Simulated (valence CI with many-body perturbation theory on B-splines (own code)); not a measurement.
Level structure of Pr XLV

Computed by valence CI with perturbative core correlation (CI+MBPT): five valence electrons over a frozen Dirac-Fock core [Ne], a basis of 11 s, 11 p, 10 d, 8 f, 5 g, 2 h functions for each j, with the one-electron correlation potential Σ1 (screened to all orders), the two-electron term Σ2, the three-electron term Σ3, Breit, model QED; selected single and double excitations, second order for the rest, scaled by the run's own slope (own B-spline code, finite nucleus).

The last digits are not significant, and no measured levels were compared; by estimate large intervals hold to a few tenths of a per cent, small ones and those within an open d or f shell to about a per cent. Among the levels kept, up to 3100 cm⁻¹ of a level comes from second order outside the variational space, and about a tenth of that is noise between levels of different J, which matters for small intervals.

Levels 91 to 135 of 169, with energies above the lowest level, (3s^2 3p1/2^2 3p3/2) J=3/2. "Leading %" is the weight of the configuration and term that name the level; weights of strongly mixed levels are sums over their largest components and can fall short. In the jj column 3d3/2^4 stands for four electrons in 3d with j = 3/2.

```
No.  Configuration  Term     J  E (eV)  Leading %                     Leading jj   Second component
 91        3s3p³3d   ²D°   5/2  558.89         26  3s 3p1/2 3p3/2^2 3d3/2 (84 %)   24 % 3s3p³3d ²F°
 92        3s3p³3d   ⁴F°   9/2  559.00         36  3s 3p1/2 3p3/2^2 3d5/2 (65 %)   20 % 3s3p³3d ²G°
 93        3s3p³3d   ⁴D°   5/2  564.48         39  3s 3p1/2 3p3/2^2 3d5/2 (73 %)   10 % 3s3p³3d ²F°
 94        3s3p³3d   ⁴D°   3/2  566.74         17  3s 3p1/2 3p3/2^2 3d3/2 (57 %)   17 % 3s3p³3d ⁴S°
 95        3s3p³3d   ²P°   1/2  569.05         36  3s 3p1/2 3p3/2^2 3d3/2 (67 %)   12 % 3s3p³3d ⁴D°
 96        3s3p³3d   ⁴D°   5/2  569.36         26  3s 3p1/2 3p3/2^2 3d5/2 (57 %)   21 % 3s3p³3d ⁴P°
 97        3s3p³3d   ²D°   3/2  570.39         30  3s 3p1/2 3p3/2^2 3d5/2 (79 %)   17 % 3s3p³3d ⁴P°
 98        3s3p³3d   ²F°   7/2  570.82         48  3s 3p1/2 3p3/2^2 3d5/2 (82 %)   18 % 3s3p³3d ²G°
 99        3s3p³3d   ⁴D°   1/2  574.95         36  3s 3p1/2 3p3/2^2 3d3/2 (68 %)   14 % 3s3p³3d ²P°
100       3s3p²3d²    ⁶G   3/2  576.24         41      3s 3p1/2^2 3d3/2^2 (89 %)   34 % 3s3p²3d² ⁴F
101        3s3p³3d   ⁴D°   3/2  576.47         20  3s 3p1/2 3p3/2^2 3d3/2 (58 %)   8 % 3s²3p3d² ⁴F°
102        3s3p³3d   ²D°   5/2  576.48         31  3s 3p1/2 3p3/2^2 3d3/2 (42 %)   23 % 3s3p³3d ⁴D°
103        3s3p³3d   ²F°   7/2  579.51         21  3s 3p1/2 3p3/2^2 3d5/2 (72 %)   10 % 3s3p³3d ⁴D°
104       3s²3p3d²   ²P°   1/2  580.06         30      3s^2 3p1/2 3d5/2^2 (32 %)   26 % 3s3p³3d ²P°
105        3s3p³3d   ²G°   9/2  580.77         62  3s 3p1/2 3p3/2^2 3d5/2 (75 %)  10 % 3s²3p3d² ²H°
106        3s3p³3d   ²P°   3/2  582.23         19  3s 3p1/2 3p3/2^2 3d5/2 (67 %)   14 % 3s3p³3d ²D°
107        3s3p³3d   ²F°   5/2  582.84         27  3s 3p1/2 3p3/2^2 3d5/2 (76 %)   17 % 3s3p³3d ⁴D°
108       3s3p²3d²    ⁴F   5/2  583.22         25      3s 3p1/2^2 3d3/2^2 (84 %)   23 % 3s3p²3d² ⁶G
109        3s3p³3d   ⁴D°   7/2  587.92         40  3s 3p1/2 3p3/2^2 3d5/2 (92 %)   22 % 3s3p³3d ²F°
110        3s3p³3d   ²F°   5/2  588.22         48  3s 3p1/2 3p3/2^2 3d5/2 (82 %)   24 % 3s3p³3d ²D°
111        3s3p³3d   ²F°   7/2  591.23         38  3s 3p1/2 3p3/2^2 3d5/2 (74 %)   14 % 3s3p³3d ⁴D°
112        3s3p³3d   ²P°   3/2  591.91         43  3s 3p1/2 3p3/2^2 3d5/2 (73 %)   31 % 3s3p³3d ²D°
113        3s3p³3d   ²D°   5/2  595.06         45  3s 3p1/2 3p3/2^2 3d5/2 (78 %)   15 % 3s3p³3d ²F°
114       3s3p²3d²    ⁴P   1/2  596.94         45      3s 3p1/2^2 3d3/2^2 (83 %)   37 % 3s3p²3d² ⁶D
115        3s3p³3d   ²S°   1/2  598.84         33  3s 3p1/2 3p3/2^2 3d5/2 (71 %)   19 % 3s3p³3d ⁴D°
116        3s3p³3d   ²D°   3/2  601.00         29  3s 3p1/2 3p3/2^2 3d5/2 (74 %)   10 % 3s3p³3d ⁴D°
117        3s3p³3d   ²D°   5/2  607.35         31  3s 3p1/2 3p3/2^2 3d5/2 (75 %)   12 % 3s3p³3d ⁴D°
118        3s3p³3d   ²D°   3/2  610.30         28  3s 3p1/2 3p3/2^2 3d5/2 (66 %)   22 % 3s3p³3d ²P°
119       3s3p²3d²    ⁶G   7/2  610.37         27  3s 3p1/2^2 3d3/2 3d5/2 (87 %)   22 % 3s3p²3d² ⁴F
120       3s²3p3d²   ²G°   7/2  612.27         25      3s^2 3p3/2 3d3/2^2 (73 %)  18 % 3s²3p3d² ⁴F°
121       3s²3p3d²   ⁴F°   5/2  613.35         29      3s^2 3p3/2 3d3/2^2 (66 %)  14 % 3s²3p3d² ²F°
122       3s²3p3d²   ⁴D°   1/2  613.60         53      3s^2 3p3/2 3d3/2^2 (71 %)  15 % 3s²3p3d² ²P°
123       3s²3p3d²   ⁴D°   3/2  615.16         27      3s^2 3p3/2 3d3/2^2 (60 %)  22 % 3s²3p3d² ⁴F°
124       3s3p²3d²    ⁶G   5/2  615.86         17  3s 3p1/2^2 3d3/2 3d5/2 (82 %)    8 % 3s3p²3d² ⁴F
125       3s3p²3d²    ⁶D   3/2  619.78         38  3s 3p1/2^2 3d3/2 3d5/2 (90 %)   21 % 3s3p²3d² ⁴P
126       3s²3p3d²   ⁴G°   9/2  621.20         40  3s^2 3p3/2 3d3/2 3d5/2 (78 %)  27 % 3s²3p3d² ⁴F°
127       3s²3p3d²   ⁴G°  11/2  622.28         70  3s^2 3p3/2 3d3/2 3d5/2 (69 %)  26 % 3s²3p3d² ²H°
128       3s²3p3d²   ²F°   7/2  624.57         27  3s^2 3p3/2 3d3/2 3d5/2 (72 %)  21 % 3s²3p3d² ⁴F°
129       3s3p²3d²    ⁴F   9/2  625.14         30  3s 3p1/2^2 3d3/2 3d5/2 (79 %)   16 % 3s3p²3d² ²G
130       3s²3p3d²   ⁴D°   3/2  626.49         29  3s^2 3p3/2 3d3/2 3d5/2 (66 %)  28 % 3s²3p3d² ²D°
131       3s²3p3d²   ⁴D°   5/2  627.33         28  3s^2 3p3/2 3d3/2 3d5/2 (70 %)  24 % 3s²3p3d² ²F°
132       3s3p²3d²    ²F   5/2  627.42         23  3s 3p1/2^2 3d3/2 3d5/2 (86 %)   14 % 3s3p²3d² ⁴G
133       3s²3p3d²   ²S°   1/2  627.97         30  3s^2 3p3/2 3d3/2 3d5/2 (59 %)   19 % 3s3p³3d ⁴P°
134       3s3p²3d²    ⁴F   3/2  629.04         17  3s 3p1/2^2 3d3/2 3d5/2 (75 %)   10 % 3s3p²3d² ²D
135       3s²3p3d²   ⁴D°   7/2  629.22         40  3s^2 3p3/2 3d3/2 3d5/2 (79 %)  19 % 3s²3p3d² ²F°
```
